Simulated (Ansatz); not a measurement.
Mulliken charges of CH$_{5}$ClNSi (`C[N][SiH2]Cl`) radical from PBE/def2-TZVPP in Ansatz (PBE0-D4/def2-TZVP geometry).

| atom | x (Å) | y (Å) | z (Å) | charge (e) |
| --- | --- | --- | --- | --- |
| C1 | 0.494 | 1.342 | 0.140 | -0.166 |
| N2 | 0.629 | -0.021 | 0.522 | -0.250 |
| Si3 | -0.416 | -1.237 | -0.129 | 0.436 |
| Cl4 | 0.320 | -3.082 | 0.355 | -0.213 |
| H5 | 0.134 | 1.514 | -0.884 | 0.088 |
| H6 | -0.245 | 1.810 | 0.813 | 0.116 |
| H7 | 1.431 | 1.885 | 0.295 | 0.110 |
| H8 | -1.762 | -1.101 | 0.482 | -0.057 |
| H9 | -0.496 | -1.155 | -1.611 | -0.064 |

**Question.** By hand: the dipole of these point charges (1 e Å = 4.8032 D).

**Answer.** Σ q r = (-0.216, 0.587, -0.161) e Å, of length 0.646 e Å = 3.10 D.

**Question.** How does the dipole of the full density compare? (Estimate.)

**Answer.** Computed: (-0.201, 0.473, -0.166) e Å, 2.59 D; the point charges give 1.20 times that, at 4° from its direction.

Point charges leave out the atoms' own dipoles, such as those of lone pairs, and Mulliken's split depends on the basis, so the two needn't agree.
